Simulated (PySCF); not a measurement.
B2F3, multiplicity 2. Atoms are numbered in the order given.

```xyz
5

F      2.2205     0.1575     0.0000
B      1.0623    -0.4205     0.0000
B     -0.5642    -0.0176     0.0000
F     -1.2486     0.0429    -1.1313
F     -1.2486     0.0429     1.1313
```
Charge 0, spin multiplicity 2.

Geometry: PBE0-D3(BJ)/def2-SVP. The isomer is the one that the SMILES or the coordinates give; other isomers of the formula were not compared. Other conformers were not sampled.

These are TDA-PBE/def2-SVPD (PySCF) values and carry that method's errors.

Vertical excitations. The molecule is in vacuum.

Computed lowest excited states:
```tsv
state	energy (eV)	λ (nm)	f	main pairs
root 1	1.75	710	0.003	α HOMO→LUMO 100 %
root 2	3.73	333	0.092	α HOMO→LUMO+1 94 %
root 3	5.10	243	0.011	α HOMO→LUMO+2 97 %
root 4	5.67	218	0.004	α HOMO→LUMO+3 66 %, β HOMO→LUMO 33 %
root 5	5.87	211	0.000	α HOMO−1→LUMO 49 %, β HOMO→LUMO+1 49 %
root 6	6.39	194	0.064	α HOMO→LUMO+3 29 %, β HOMO→LUMO 59 %
root 7	6.94	179	0.000	β HOMO−1→LUMO 98 %
root 8	7.07	175	0.068	α HOMO→LUMO+4 85 %
root 9	7.11	174	0.035	α HOMO−2→LUMO 79 %, α HOMO→LUMO+4 13 %, β HOMO−1→LUMO+1 6 %
root 10	7.16	173	0.013	α HOMO−1→LUMO 29 %, α HOMO→LUMO+5 29 %, β HOMO→LUMO+1 24 %, β HOMO−2→LUMO 10 %
```
Unrestricted roots are not spin-pure.
